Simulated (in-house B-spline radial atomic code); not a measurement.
# Ionising Fe VII (Fe6+) with different functionals

Computed with an all-electron radial atomic-structure program (B-spline basis): four-component Dirac-Coulomb Hamiltonian, Fermi nucleus of rms radius 3.7377 fm, spin-restricted, spherical fractional occupations for the functionals. The ionisation energy is the difference of two self-consistent energies, [Ar] 3d2 → [Ar] 3d1, without Breit or QED terms; ε is the level of the shell that loses the electron (mean over j). The electron is taken from both j subshells in proportion to 2j + 1, so the result is a j average, not the step between ground levels.

Hybrids are left out here: with spherical fractional occupations of an open shell their exact exchange keeps a self-interaction that integer-occupation calculations don't have.

```json
{"method": "LDA VWN5", "rung": "LDA", "ΔSCF (eV)": "?", "-ε(3d) (eV)": "?"}
{"method": "relativistic LDA", "rung": "LDA", "ΔSCF (eV)": "123.78", "-ε(3d) (eV)": "110.70"}
{"method": "LDA PW92", "rung": "LDA", "ΔSCF (eV)": "123.74", "-ε(3d) (eV)": "110.66"}
{"method": "LDA exchange-only", "rung": "LDA", "ΔSCF (eV)": "121.71", "-ε(3d) (eV)": "108.66"}
{"method": "PBE", "rung": "GGA", "ΔSCF (eV)": "123.42", "-ε(3d) (eV)": "110.36"}
{"method": "PBEsol", "rung": "GGA", "ΔSCF (eV)": "123.39", "-ε(3d) (eV)": "110.32"}
{"method": "BLYP", "rung": "GGA", "ΔSCF (eV)": "?", "-ε(3d) (eV)": "?"}
{"method": "RPBE", "rung": "GGA", "ΔSCF (eV)": "123.34", "-ε(3d) (eV)": "110.27"}
{"method": "PW91", "rung": "GGA", "ΔSCF (eV)": "123.59", "-ε(3d) (eV)": "110.52"}
{"method": "BP86", "rung": "GGA", "ΔSCF (eV)": "123.50", "-ε(3d) (eV)": "110.42"}
{"method": "AM05", "rung": "GGA", "ΔSCF (eV)": "123.42", "-ε(3d) (eV)": "110.35"}
{"method": "OLYP", "rung": "GGA", "ΔSCF (eV)": "123.85", "-ε(3d) (eV)": "110.77"}
```

Question: What does BLYP give?

Answer: ΔSCF 123.38 eV, and -ε(3d) = 110.31 eV.

Question: What does LDA VWN5 give?

Answer: ΔSCF 123.75 eV, and -ε(3d) = 110.67 eV.

Question: How do they compare with the NIST value?

Answer: NIST lists 124.967 eV ± 0.0025 (measured, ground level to ground level). Errors run from -3.25 to -1.12 eV. The correlated functionals all miss on the same side by more than they spread, so the cause is common to them (Breit-QED terms, spin polarisation, the choice among j levels, multiplet and fine-structure energies, or a listed next ion that isn't the cheapest removal here) and closeness doesn't rank the functionals.
